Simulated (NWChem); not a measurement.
# CH₂NO, doublet; SMILES C(=O)[NH]

```xyz
5

N      0.1862    -1.1364    -0.0264
C     -0.4472     0.0356     0.0288
O      0.2369     1.0876    -0.0144
H      1.1755    -1.0713     0.2778
H     -1.5611     0.0510    -0.0381
```
Atoms are numbered in this order, from 1.

Results from NWChem. Spin-unrestricted. The geometry was optimised at PBE-D3(BJ)/def2-SVP, spin-unrestricted. No stability test was run on the SCF state. Level: PBE0/def2-SVP with SMD (1 M gas to 1 M solution), gas-phase geometry. Reactions with the solvent are ignored.

| solvent | dielectric constant | solvation free energy (kcal/mol) | cavity-dispersion-structure term (kcal/mol) | dipole in solution (D) |
|---|---|---|---|---|
| water | 78.4 | -4.5 | 2.3 | 1.78 |
| ethanol | 24.9 | -3.3 | 3.0 | 1.69 |
| 2-propanol | 19.3 | -3.4 | 2.6 | 1.65 |
| ethylene glycol | 40.2 | -1.3 | 5.5 | 1.77 |
| n-hexane | 1.88 | -1.7 | 0.5 | 1.32 |
| toluene | 2.37 | -2.2 | 0.6 | 1.35 |
| dimethyl sulfoxide | 46.8 | -3.8 | 1.1 | 1.45 |
